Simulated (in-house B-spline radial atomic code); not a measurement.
Ionisation energies along the 16-electron series, configuration [Ne] 3s2 3p4, as differences of self-consistent energies. NIST's values go from ground level to ground level; the uncertainty of those that are theory runs from under 0.1 % in few-electron ions to several per cent in heavy many-electron ones. Computed with a B-spline radial code for spherical atoms: non-relativistic Hartree-Fock, average of the configuration, point nuclei.

This level leaves out relativity, spin-orbit splitting included, which matters for heavy ions.

```
  ion  configuration after  ionisation energy (eV)  IE/(q+1)² (eV)  -ε less Coulomb ΔSCF (eV)  tabulated value (eV)  computed minus tabulated (eV)
Pr43+         [Ne] 3s2 3p3                  3388.3          1.7502                    0.75095                  3419                            -31
Nd44+         [Ne] 3s2 3p3                  3533.6           1.745                    0.75144                  3567                            -33
Pm45+         [Ne] 3s2 3p3                       ?               ?                          ?                     ?                              ?
Sm46+         [Ne] 3s2 3p3                  3833.3          1.7353                    0.75238                  3873                            -40
Eu47+         [Ne] 3s2 3p3                  3987.7          1.7308                    0.75283                  4031                            -43
Gd48+         [Ne] 3s2 3p3                  4145.1          1.7264                    0.75328                  4191                            -46
Tb49+         [Ne] 3s2 3p3                  4305.5          1.7222                    0.75371                  4355                            -49
Dy50+         [Ne] 3s2 3p3                  4468.9          1.7182                    0.75413                  4523                            -54
Ho51+         [Ne] 3s2 3p3                  4635.4          1.7143                    0.75454                  4693                            -58
Er52+         [Ne] 3s2 3p3                       ?               ?                          ?                     ?                              ?
Tm53+         [Ne] 3s2 3p3                  4977.4          1.7069                    0.75532                  5044                            -67
Yb54+         [Ne] 3s2 3p3                  5153.0          1.7035                     0.7557                  5224                            -71
Lu55+         [Ne] 3s2 3p3                  5331.6          1.7001                    0.75608                  5408                            -76
Hf56+         [Ne] 3s2 3p3                  5513.1          1.6969                    0.75644                  5595                            -82
Ta57+         [Ne] 3s2 3p3                       ?               ?                          ?                     ?                              ?
 W58+         [Ne] 3s2 3p3                  5885.4          1.6907                    0.75714                  5970                            -85
```

**Question.** Fill in the row of Pm45+.

**Answer.** ionisation energy (eV): 3682.0; IE/(q+1)² (eV): 1.7401; -ε less Coulomb ΔSCF (eV): 0.75192; tabulated value (eV): 3718; computed minus tabulated (eV): -36.

**Question.** Fill in the row of Er52+.

**Answer.** ionisation energy (eV): 4804.9; IE/(q+1)² (eV): 1.7105; -ε less Coulomb ΔSCF (eV): 0.75493; tabulated value (eV): 4866; computed minus tabulated (eV): -61.

**Question.** Fill in the row of Ta57+.

**Answer.** ionisation energy (eV): 5697.8; IE/(q+1)² (eV): 1.6937; -ε less Coulomb ΔSCF (eV): 0.75679; tabulated value (eV): 5785; computed minus tabulated (eV): -87.
